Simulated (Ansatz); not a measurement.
Input file for C$_{10}$H$_{11}$FOTi (`[OH][Ti]12345678([F])([C@H]9[C@@H]1[C@@H]2[C@@H]3[C@H]94)[C@H]1[C@@H]5[C@@H]6[C@@H]7[C@H]18`):

```yaml
crystal:
  periodic: [false, false, false]
  atoms:
    - {symbol: O, position_ang: [-1.131012, 0.069626, -1.903347]}
    - {symbol: Ti, position_ang: [-0.321166, 0.353131, -0.245952]}
    - {symbol: F, position_ang: [-1.030923, 1.991924, 0.154712]}
    - {symbol: C, position_ang: [-1.731941, -1.546641, 0.271788]}
    - {symbol: C, position_ang: [-2.264796, -0.437875, 0.951902]}
    - {symbol: C, position_ang: [-1.320759, -0.027034, 1.917200]}
    - {symbol: C, position_ang: [-0.202404, -0.863768, 1.817713]}
    - {symbol: C, position_ang: [-0.448557, -1.801787, 0.782540]}
    - {symbol: C, position_ang: [1.968388, -0.334048, -0.233167]}
    - {symbol: C, position_ang: [1.898342, 0.932116, 0.396870]}
    - {symbol: C, position_ang: [1.526549, 1.876612, -0.578242]}
    - {symbol: C, position_ang: [1.325450, 1.200858, -1.788508]}
    - {symbol: C, position_ang: [1.600381, -0.169504, -1.577075]}
    - {symbol: H, position_ang: [-2.067527, -0.135206, -1.871145]}
    - {symbol: H, position_ang: [-2.194469, -2.082807, -0.542842]}
    - {symbol: H, position_ang: [-3.206420, 0.048966, 0.747873]}
    - {symbol: H, position_ang: [-1.414121, 0.834823, 2.559218]}
    - {symbol: H, position_ang: [0.694202, -0.799361, 2.414309]}
    - {symbol: H, position_ang: [0.216401, -2.585869, 0.455755]}
    - {symbol: H, position_ang: [2.248164, -1.261728, 0.240429]}
    - {symbol: H, position_ang: [2.100123, 1.140703, 1.436675]}
    - {symbol: H, position_ang: [1.320956, 2.919414, -0.396363]}
    - {symbol: H, position_ang: [0.944275, 1.631327, -2.700510]}
    - {symbol: H, position_ang: [1.490843, -0.953863, -2.309805]}
basis:
  gaussian: {orbitals: def2-SVP}
correlation: {method: ccsd_t}
```

```sh
$ ansatz run in.yaml --threads 11 --pin off --events-out ev --progress --plain --max-ram 110592MiB --backend cuda --devices 0, --max-vram 75GiB
```

Log, shortened:

```
Functional definition: HF
2624 factors; integrals over basis functions are off by at most 1.3e-3 eV
mean field evaluation 1: about -38282.1083 eV, gradient 7.1e1 eV
mean field evaluation 2: about -38282.4995 eV, gradient 7.2e1 eV
mean field evaluation 4: about -38294.7656 eV, gradient 1.6e1 eV
mean field evaluation 8: about -38295.4810 eV, gradient 1.0e0 eV
mean field evaluation 16: about -38295.4852 eV, gradient 2.6e-6 eV
mean field -38295.48524435 eV, -1407.3331251178 hartree, gradient 2.6e-6 eV, S^2 0.000000; 0 other end points of the search recorded, 0 dependent functions left out
17 core orbitals not correlated: weight in the atoms' cores, before any rotation towards them, 1.000 or more for the frozen orbitals, at most 0.000 for the correlated occupied ones
reference -38295.48524435 eV, -1407.3331251178 hartree; 38, 38 occupied and 199, 199 virtual orbitals, 2624 factors
second order -56.83143164 eV of doubles, -0.00000000 eV of singles
cycle   1  -54.71010240 eV  change     2.1e0 eV  update   3.3e-1
cycle   2  -56.58103644 eV  change    -1.9e0 eV  update   2.9e-1
cycle   3  -57.30458645 eV  change   -7.2e-1 eV  update   5.9e-2
cycle   4  -57.41465836 eV  change   -1.1e-1 eV  update   2.4e-2
cycle   5  -57.39166504 eV  change    2.3e-2 eV  update   8.5e-3
cycle   6  -57.38732870 eV  change    4.3e-3 eV  update   5.2e-3
cycle   7  -57.38771748 eV  change   -3.9e-4 eV  update   1.9e-3
cycle   8  -57.38652999 eV  change    1.2e-3 eV  update   1.1e-3
cycle   9  -57.38641002 eV  change    1.2e-4 eV  update   4.6e-4
cycle  10  -57.38719584 eV  change   -7.9e-4 eV  update   2.6e-4
cycle  11  -57.38703858 eV  change    1.6e-4 eV  update   1.4e-4
cycle  12  -57.38674716 eV  change    2.9e-4 eV  update   8.7e-5
cycle  13  -57.38687288 eV  change   -1.3e-4 eV  update   3.0e-5
cycle  14  -57.38679671 eV  change    7.6e-5 eV  update   2.0e-5
perturbative correction -2.93191205 eV, -0.1077457803 hartree
Total energy: -38355.80395311 eV, -1409.5497967790 hartree
```

Hardware: 11 threads of an AMD EPYC 7R13 on a shared host and a whole NVIDIA H100 80 GB. Wall time 5.5 s, peak host memory 1.5 GiB.

MP2 recovers 94.2 % of the CCSD(T) correlation energy and the triples give 4.9 %; T1 = 0.0171.
